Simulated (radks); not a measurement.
Values are calculated unless marked as measured or tabulated.
Ionisation of the rubidium ion Rb+, [Kr], to Rb2+, [Ar] 3d10 4s2 4p5, under several functionals. Scalar-relativistic Kohn-Sham, spin-polarised, spherical densities, finite nucleus; open shells are filled with parallel spins first (spin-orbit coupling, left out, can overturn this in heavy ions); a radial shooting solver on a logarithmic mesh with Libxc functionals.

| functional | E(Rb+) (hartree) | Exc (hartree) | IE (eV) | -e(HOMO) (eV) | <r> HOMO (bohr) | IE error (eV) |
|---|---|---|---|---|---|---|
| LDA (Slater exchange, VWN5 correlation) | -2977.47666 | -96.96742 | 27.545 | 21.796 | 1.713 | +0.256 |
| HCTH/407 | -2982.98718 | -102.67456 | 27.651 | 21.968 | 1.705 | +0.361 |
| r2SCAN | -2981.53234 | -100.99978 | 27.812 | 22.167 | 1.709 | +0.522 |
| PBE | -2981.01640 | -100.55715 | 27.360 | 21.651 | 1.714 | +0.071 |
| MS2 meta-GGA | -2981.07276 | -100.58241 | 27.714 | 22.090 | 1.707 | +0.424 |
| exchange-only PBE | -2979.22926 | -98.73476 | 26.177 | 20.539 | 1.727 | -1.113 |

NIST Atomic Spectra Database: 27.290 eV (measured). Closest: PBE. The Delta-SCF values span 1.63 eV, the total energies 5.51 hartree. The highest occupied level is 4p. Open shells are spherical and high-spin; term and fine-structure splittings are not resolved.
